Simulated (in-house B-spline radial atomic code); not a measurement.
## Hf⁷⁺: [Kr] 4d9 4f13 5s2 5p4 7g1 (an excited or competing configuration)

All numbers are computed (Dirac-Hartree-Fock, average of configuration; Fermi nucleus of rms radius 5.347 fm) with an all-electron radial atomic-structure program (B-spline basis), not measured.

Z_r = [3n² - l(l+1)]/(2<r>); Z_e = n√(-2ε); the last column is Slater's effective charge. Values are occupation-weighted means over j. An effective charge above Z reflects the relativistic contraction of the inner shells.

| shell | electrons | ε (eV) | <r> (bohr) | Z_r | Z_e | Slater |
| --- | --- | --- | --- | --- | --- | --- |
| 1s | 2 | -65896 | 0.01899 | 79.00 | 69.59 | 71.70 |
| 2s | 2 | -11518 | 0.07971 | 75.27 | 58.19 | 67.85 |
| 2p | 6 | -10186 | 0.07132 | 70.11 | 54.72 | 67.85 |
| 3s | 2 | -2789.3 | 0.2076 | 65.04 | 42.95 | 60.75 |
| 3p | 6 | -2379.1 | 0.2073 | 60.31 | 39.67 | 60.75 |
| 3d | 10 | -1863.8 | 0.1891 | 55.52 | 35.11 | 50.85 |
| 4s | 2 | -697.78 | 0.4667 | 51.42 | 28.65 | 44.25 |
| 4p | 6 | -558.25 | 0.4941 | 46.55 | 25.62 | 44.25 |
| 4d | 9 | -370.52 | 0.529 | 39.70 | 20.87 | 33.20 |
| 5s | 2 | -192.7 | 1.066 | 35.17 | 18.82 | 16.75 |
| 4f | 13 | -161.34 | 0.6027 | 29.87 | 13.77 | 22.80 |
| 5p | 4 | -153.66 | 1.185 | 30.81 | 16.80 | 16.75 |
| 7g | 1 | -18.029 | 7.757 | 8.19 | 8.06 | - |

The least bound orbital is 7g7/2 at -18.03 eV, and it is also the most diffuse (<r> = 7.758 bohr). The part-filled 4d shell lies below the filled 5s shell in orbital energy.

Spin-orbit splittings of the orbital energies (j = l + 1/2 above j = l - 1/2 when positive): 2p 1195 eV, 3p 260.3 eV, 3d 56.19 eV, 4p 60.69 eV, 4d 11.37 eV, 4f 2.029 eV, 5p 10.72 eV, 7g -0.003518 eV.

For the 1s electron the small component carries 7.33 % of the norm, the zero-frequency Breit interaction raises the level by 222.2 eV, self-energy by 137.6 eV, and vacuum polarisation lowers it by 25.26 eV.
